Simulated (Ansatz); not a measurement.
Consider the hydrogenolysis of a C–F bond: `F[CH]([AlH2])[SiH3]` + H₂ → `[AlH2][CH2][SiH3]` + H–F.

Gas-phase electronic energies from Ansatz, PBE0-D4/def2-TZVP geometries. CCSD(T)/CBS adds triple-zeta CCSD(T) − MP2 to the extrapolated MP2 energy (def2 sets, frozen cores). This one scheme is used for every species. DFT in def2-TZVPP.

(1) Is it downhill or uphill in electronic energy at CCSD(T)/CBS, and by how much? (Best estimate.)

(2) What do these levels give: r2SCAN0-D4, BHLYP-D4, ωB97X-V, PBE-QIDH, revPBE, BLYP, CAM-B3LYP, LC-ωPBE, CCSD(T)/def2-SVP, MP2/def2-TZVPP, SCS-MP2/def2-TZVPP, MP2/CBS(def2)? (Best estimate.)

(3) What do rigid-rotor, harmonic-oscillator terms from PBE0-D4/def2-TZVP frequencies (298.15 K, 1 bar) make of the CCSD(T)/CBS value? (Best estimate.)

Largest T1 diagnostic among the species: 0.012.

## Answers

(1) Ansatz gave: Downhill: ΔE = -162.0 kJ/mol.

(2) Ansatz gave: r2SCAN0-D4 -158.4, BHLYP-D4 -153.6, ωB97X-V -146.6, PBE-QIDH -167.2, revPBE -143.3, BLYP -134.2, CAM-B3LYP -146.6, LC-ωPBE -156.9, CCSD(T)/def2-SVP -150.5, MP2/def2-TZVPP -171.1, SCS-MP2/def2-TZVPP -163.1, MP2/CBS(def2) -171.8 kJ/mol.

(3) Computed: ΔZPE = +18.3 kJ/mol, ΔH = -145.8 kJ/mol, ΔS = 25 J/(mol·K), ΔG = -153.2 kJ/mol.

At CCSD(T), def2-SVP lies +11.5 kJ/mol from the extrapolated value and def2-TZVPP +0.7 kJ/mol. From BLYP to BHLYP (50 % exact exchange), in def2-TZVPP and without D4, ΔE moves by −20.8 kJ/mol. Leaving LDA and LC-ωPBE aside and taking each functional with its dispersion term where it has one, the values, not all of them listed here, spread over 35.3 kJ/mol, from PBE-QIDH to BLYP-D4.
